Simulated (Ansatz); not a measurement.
Consider the substitution at a C–Si bond: `C#C[Si](C)(F)Cl` + `CC=N` → `C/C=N/C` + `C#C[SiH](F)Cl`.

Isolated molecules relaxed with PBE0-D4/def2-TZVP in Ansatz; ΔE leaves out vibrations. CCSD(T)/CBS is the MP2 limit (def2-TZVPP, def2-QZVPP) plus CCSD(T) − MP2 in def2-TZVPP, frozen cores. Functionals use def2-TZVPP. Each species was taken in one conformer, which may not be the lowest.

| level | ΔE (kcal/mol) |
| --- | --- |
| revPBE-D4 | 16.6 |
| ωB97X-V | 16.9 |
| PBE-QIDH | 17.3 |
| PBE | 16.0 |
| CCSD/def2-SVP | 13.7 |
| CCSD/def2-TZVPP | 17.1 |
| CCSD(T)/def2-TZVPP | 17.1 |
| CCSD/CBS(def2) | 17.4 |

What does CCSD(T)/CBS give? (An estimate is asked.)

Computed: +17.4 kcal/mol. The listed levels differ from it by -0.8, -0.5, -0.1, -1.4, -3.7, -0.3, -0.3, 0.0 kcal/mol.

What do rigid-rotor, harmonic-oscillator terms from PBE0-D4/def2-TZVP frequencies (298.15 K, 1 bar) make of the CCSD(T)/CBS value? (An estimate is asked.)

Ansatz gave: ΔZPE = -0.4 kcal/mol, ΔH = +16.6 kcal/mol, ΔS = -5 J/(mol·K), ΔG = +17.0 kcal/mol.

Largest T1 diagnostic among the species: 0.012.

From BLYP to BHLYP (50 % exact exchange), in def2-TZVPP and without D4, ΔE moves by +1.1 kcal/mol. At CCSD(T), def2-SVP lies −4.0 kcal/mol from the extrapolated value and def2-TZVPP −0.3 kcal/mol. Leaving LDA and LC-ωPBE aside and taking each functional with its dispersion term where it has one, the values, not all of them listed here, spread over 2.0 kcal/mol, from BLYP-D4 to ωB97M-V.

CCSD(T)/CBS has its own doubt, a few kJ/mol and more with outer-core shells, so smaller differences from it don't rank the levels.
